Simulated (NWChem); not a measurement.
Everything below was run with NWChem. System: ammonium (H4N (+1)), charge 1, spin multiplicity 1, at a geometry optimised with B3LYP/def2-SVP. Level: G0W0@LDA (SVWN5)/def2-TZVP, RI basis def2-tzvp-rifit.

Output (cleaned and shortened):

```
             Northwest Computational Chemistry Package (NWChem) 7.3.0
             --------------------------------------------------------

                                NWChem Input Module
                                -------------------

 Scaling coordinates for geometry "geometry" by  1.889725989
 (inverse scale =  0.529177249)

 Turning off AUTOSYM since
 SYMMETRY directive was detected!

                             Geometry "geometry" -> ""
                             -------------------------

 Output coordinates in angstroms (scale by  1.889725989 to convert to a.u.)

  No.       Tag          Charge          X              Y              Z
 ---- ---------------- ---------- -------------- -------------- --------------
    1 N                    7.0000     0.00000000     0.00000000     0.00000000
    2 H                    1.0000     0.84280700     0.00000000     0.59595400
    3 H                    1.0000    -0.84280700     0.00000000     0.59595400
    4 H                    1.0000     0.00000000     0.84280600    -0.59595500
    5 H                    1.0000     0.00000000    -0.84280600    -0.59595500

 Effective nuclear repulsion energy (a.u.)      16.2380439531

            Nuclear Dipole moment (a.u.)
            ----------------------------
        X                 Y               Z
 ---------------- ---------------- ----------------
     0.0000000000     0.0000000000    -0.0000037795

      Symmetry information
      --------------------

 Group name             C2v
 Group number             16
 Group order               4
 No. of unique centers     3

      Symmetry unique atoms

     1    2    4


 Summary of "ao basis" -> "" (spherical)
 ------------------------------------------------------------------------------
       Tag                 Description            Shells   Functions and Types
 ---------------- ------------------------------  ------  ---------------------
 *                         def2-tzvp                  on all atoms

 new library libraries.bse/

 Summary of "ri basis" -> "" (spherical)
 ------------------------------------------------------------------------------
       Tag                 Description            Shells   Functions and Types
 ---------------- ------------------------------  ------  ---------------------
 *                      def2-tzvp-rifit               on all atoms

                                 NWChem DFT Module
                                 -----------------
[...]
  ----- ------------  ---------------      ----- ------------  ---------------
    46      1.295940  4 H  s                 52     -1.295940  5 H  s
    13     -0.815998  1 N  py                45      0.348238  4 H  s
    51     -0.348238  5 H  s                  7     -0.306516  1 N  py
    10     -0.303081  1 N  py                44      0.081489  4 H  s
    50     -0.081489  5 H  s                 21     -0.047386  1 N  d -1

 center of mass
 --------------
 x =   0.00000000 y =   0.00000000 z =  -0.00000021

 moments of inertia (a.u.)
 ------------------
          10.225828624849           0.000000000000           0.000000000000
           0.000000000000          10.225840757918           0.000000000000
           0.000000000000           0.000000000000          10.225829395815

     Multipole analysis of the density
     ---------------------------------

     L   x y z        total         alpha         beta         nuclear
     -   - - -        -----         -----         ----         -------
     0   0 0 0      1.000000     -5.000000     -5.000000     11.000000

     1   1 0 0      0.000000      0.000000      0.000000      0.000000
     1   0 1 0     -0.000000     -0.000000     -0.000000      0.000000
     1   0 0 1     -0.000001      0.000001      0.000001     -0.000004

     2   2 0 0     -3.242428     -4.157825     -4.157825      5.073223
     2   1 1 0      0.000000      0.000000      0.000000      0.000000
     2   1 0 1     -0.000000     -0.000000     -0.000000      0.000000
     2   0 2 0     -3.242435     -4.157823     -4.157823      5.073211
     2   0 1 1      0.000000      0.000000      0.000000      0.000000
     2   0 0 2     -3.242429     -4.157826     -4.157826      5.073222

 Task  times  cpu:        1.1s     wall:        1.1s

                                NWChem Input Module
                                -------------------

                                 NWChem GW Module
                                 ----------------

                             ***********************
                             ***        GW       ***
                             ***********************

 Summary of "ri basis" -> "ri basis" (spherical)
 ------------------------------------------------------------------------------
       Tag                 Description            Shells   Functions and Types
 ---------------- ------------------------------  ------  ---------------------
 N                      def2-tzvp-rifit             22       76   8s6p4d3f1g
 H                      def2-tzvp-rifit              7       15   4s2p1d

                 Memory Information
                 ------------------
          Available GA per process is          1700.0 MBs
          Available stack per process is        700.0 MBs
          Available heap per process is           0.0 MBs

          Peak memory in Initialization
              Peak GA per process is                  0.6 MBs
              Peak stack per process is               0.0 MBs
              Peak heap per process is                0.7 MBs
              Memory not in MA per process            0.0 MBs

          Peak memory in AFF Calculation
              Peak GA per process is                  1.1 MBs
              Peak stack per process is               0.5 MBs
              Peak heap per process is                0.0 MBs
              Memory not in MA per process            0.5 MBs

          Computing 2-center integrals
          Computing Inverse Cholesky factor
          Computing 3-center integrals
          Computing V_xc ...

          Computing Sigma_x
          Computing RPA polarizability
          Solving quasiparticle equations

                  Alpha Orbitals
          State     Energy (eV)     Error (eV)
          -----------------------------------
@GW         2        -36.612           0.004
@GW         3        -25.996           0.003
@GW         4        -25.996           0.003
@GW         5        -25.996           0.003
@GW         6         -3.768           0.002
@GW         7         -1.144           0.002

   Applying  -5.0989 eV scissor-shift to rest of particle states

   Applying   3.0013 eV scissor-shift to rest of hole states

     GW Timing Statistics
   ------------------------
   Init.   :          0.1s
     ERIs  :          0.2s
     Distr.:          0.0s
     Vxc   :          0.1s
   Sigma_x :          0.0s
   RPA     :          0.0s
   Wmn     :          0.0s
   Sigma_c :          0.0s
   GW total:          0.3s

 Task  times  cpu:        0.3s     wall:        0.3s

 Total times  cpu:        1.5s     wall:        1.5s
```

### Question
Write an NWChem input that would produce this output.

### Answer
One answer among several that fit: 
```
start mol
memory heap 200 mb stack 700 mb global 1700 mb
charge 1
geometry units angstroms nocenter noautoz
  N      0.000000     0.000000     0.000000
  H      0.842807     0.000000     0.595954
  H     -0.842807     0.000000     0.595954
  H      0.000000     0.842806    -0.595955
  H      0.000000    -0.842806    -0.595955
  symmetry group C2v
end
basis spherical
  * library def2-tzvp
end
basis "ri basis" bse spherical
  * library def2-tzvp-rifit
end
dft
  xc slater vwn_5
  iterations 100
  direct
  tolerances tight
end
task dft energy
gw
  states alpha occ 4 vir 2
end
task dft gw
```
